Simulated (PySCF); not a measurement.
Gas-phase reaction: 3 Si(OH)₄ + SiO₂ → 2 Si₂O(OH)₆. Level: PBE0/def2-TZVP; standard pressure 1 bar.

Method: PySCF energies plus ideal-gas RRHO corrections (1 bar). All species are closed-shell singlets. No R ln 2 is added for the mirror-image form of Si₂O(OH)₆. Si₂O(OH)₆: computed as isolated molecules; such fragments, hydroxides, amides, oligomers or adducts are transient or little studied in the gas. The harmonic model lacks anharmonicity and excited electronic states, which grow with temperature; levels with a mode under 35 cm⁻¹ are left out. Internal rotation in Si(OH)₄, Si₂O(OH)₆ is treated as a harmonic vibration of one conformer, which makes the entropy rough.

```tsv
T (K)	1000/T (1/K)	log10 K
500	2.0000	48.56
600	1.6667	37.80
800	1.2500	24.41
1000	1.0000	16.44
1200	0.8333	11.18
1400	0.7143	?
```

Question: Fit log10 K = a + b·(1000/T) to the five rows, get the mean ΔH° and ΔS°, and predict log10 K at 1400 K.

Answer: Means: 1000/T = 1.3500, log10 K = 27.678. Sums of products about the means: Sxy = 29.56355, Sxx = 0.922278, so b = Sxy/Sxx = 32.05 and a = 27.678 − (32.05)×1.3500 = -15.59.
ΔH° = −R ln 10 × 1000 K × b = −19.145 × (32.05) = -614 kJ; ΔS° = R ln 10 × a = -298 J/K. The run's own values go from -619 kJ and -309 J/K at 500 K to -596 kJ and -283 J/K at 1400 K.
Prediction at 1400 K: -15.59 + (32.05)×0.7143 = 7.30. The computed value is 7.46, 0.16 from the line.
For scale, ΔH°(298 K) is -622 kJ at this level, -648 kJ at ωB97M-V/def2-TZVP†, and runs from -693 to -343 kJ over the 18 levels computed († marks an energy on the PBE0/def2-TZVP geometry).
